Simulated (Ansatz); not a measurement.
Basis-set extrapolation for C$_{2}$H$_{7}$AlBClO (`[BH2][Al]([Cl])[CH2]OC`) (PBE0-D4/def2-TZVP geometry, frozen core, the Gaussian-basis code of Ansatz). Multiplicity 1, RHF reference.

|  | def2-TZVPP | def2-QZVPP |
| --- | --- | --- |
| HF | -880.874863 | -880.902930 |
| MP2 correlation | -0.940207 | -1.013266 |
| CCSD(T) correlation | -1.043618 | not run |

Energies in hartree. Use E(X) = E(∞) + A·exp(−7.88·√X) for Hartree–Fock and E(X) = E(∞) + B·X^(−2.97) for correlation, with X = 3 and 4, and add CCSD(T) minus MP2 of the smaller set to the MP2 limit.

Task: What is the CCSD(T) energy at the basis-set limit?

Result: HF limit: -880.902930 + (-0.028067) × 0.13774 = -880.90680. MP2 limit: -1.013266 + (-0.073059) × 0.74074 = -1.06738. Higher-order term: -1.043618 − (-0.940207) = -0.10341. Total: -882.07759 hartree, 417.7 kJ/mol below CCSD(T)/def2-TZVPP.
